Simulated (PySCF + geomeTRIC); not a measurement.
Species: [Mo(F)2(NH2)4] (charge 0, multiplicity 1).

Q: Give a relaxed geometry from BP86-D3(BJ)/def2-SVP (PySCF + geomeTRIC).

A: One answer among several that fit: the end point of this relaxation, one of several conformers.
Z-matrix (Å, degrees):
```
Mo
F 1 1.9051
F 1 1.9248 2 89.11
N 1 1.9644 2 160.07 3 136.79
H 4 1.0254 1 125.56 2 143.72
H 4 1.0270 5 111.19 1 170.29
N 1 1.9719 2 79.99 3 -162.06
H 7 1.0244 1 126.93 2 -177.27
H 7 1.0268 8 111.79 1 168.51
N 1 1.9753 2 111.16 9 79.51
H 10 1.0270 1 126.31 2 -99.66
H 10 1.0291 11 111.40 1 158.98
N 1 1.9890 2 86.35 9 -113.42
H 13 1.0251 1 127.06 2 -148.84
H 13 1.0282 14 110.78 6 154.34
```
